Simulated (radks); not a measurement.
Values are calculated unless marked as measured or tabulated.
Removal energies from the scandium ion Sc4+, [Ne] 3s2 3p5, by Delta-SCF beside the eigenvalue of the level emptied. Level of theory: scalar-relativistic Kohn-Sham, LDA (Slater exchange, Perdew-Wang correlation), spin-polarised, spherical densities, finite nucleus; Fermi nuclear charge, rms radius of each element as measured or else 0.836 A^(1/3) + 0.57 fm (a radial shooting solver on a logarithmic mesh with Libxc functionals). Open shells are filled with parallel spins first.

removed from   final configuration  Delta-SCF (eV)  -eigenvalue (eV)
3p                    [Ne] 3s2 3p4          92.007            82.674
3s                    [Ne] 3s1 3p5          114.33            104.65
2p            [He] 2s2 2p5 3s2 3p5          472.13            444.23
2s            [He] 2s1 2p6 3s2 3p5          553.87            529.09
